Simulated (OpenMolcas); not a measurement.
## Ta4+ in a point-charge field

Ta4+ among 5 point charges of -1 e arranged as a square pyramid (C4v), 2.03 Å from the ion, with the axial distance 2.355 Å.

* Program: OpenMolcas
* Method: SS-CASPT2, IPEA 0.25 Eh, imaginary shift 0.1 Eh (closed shells correlated: 4f 5s 5p)
* Basis: ANO-RCC-VTZP [8s7p5d3f2g1h]
* Scalar Hamiltonian: DKH2, point nucleus
* Active space: 1 electron in 5 orbitals (5d)
* State averaging: 2S+1 = 2 even, 5 roots
* Spin-orbit coupling: RASSI with atomic mean-field integrals over the reference wave functions

The lowest spin-free states, above the lowest:

```json
{"State": "2S+1 = 2", "Degeneracy": "1", "E (cm-1)": "0", "Free-ion L (%)": "D (100)"}
{"State": "2S+1 = 2", "Degeneracy": "2", "E (cm-1)": "800", "Free-ion L (%)": "D (100)"}
{"State": "2S+1 = 2", "Degeneracy": "1", "E (cm-1)": "6940", "Free-ion L (%)": "D (100)"}
{"State": "2S+1 = 2", "Degeneracy": "1", "E (cm-1)": "14770", "Free-ion L (%)": "D (100)"}
```

The lowest levels with spin-orbit coupling:

| E (cm-1) | Degeneracy | 2S+1 | g |
| --- | --- | --- | --- |
| 0 | 2 | 2 | 0.92 1.44 1.44 |
| 4310 | 2 | 2 | 0.24 0.24 3.52 |
| 6260 | 2 | 2 | 1.08 3.44 3.44 |
| 10520 | 2 | 2 | 0.55 2.25 2.25 |
| 19160 | 2 | 2 | 2.01 2.01 4.08 |

Electric-dipole absorption from the lowest level at this geometry, strongest bands:

```
E (cm-1)  λ (nm)         f
    4310    2320  4.30e-05
    6260    1600  3.59e-04
   19160     522  1.82e-06
```

Powder χT (cm3 K/mol): 0.156 at 2 K, 0.157 at 10 K, 0.158 at 50 K, 0.16 at 100 K, 0.164 at 200 K, 0.168 at 300 K. The effective moment at 300 K is 2.828 √(χT) = 1.16 μB.

The lowest level has 2S+1 = 2, for which the spin-only value is χT = S(S+1) / 2 = 0.375 cm3 K/mol (g = 2). The computed 0.168 at 300 K differs by -0.207, through orbital momentum, spin-orbit coupling and any other state in reach.

Spin-orbit coupling mixes the spin-free states strongly: the lowest level takes only 54 % from its leading state, an unlabelled state of the same spin as most of the rest, which lies 803 cm-1 above the lowest spin-free state. Free-ion shares, where given, are those of the reference states; single-state CASPT2 does not remix them. This is an electrostatic model: the charges have no orbitals. An unlabelled pair can be two single states that coincide in this model. No measured value stands beside these numbers.

A state without a sure symmetry label is named by its multiplicity alone.
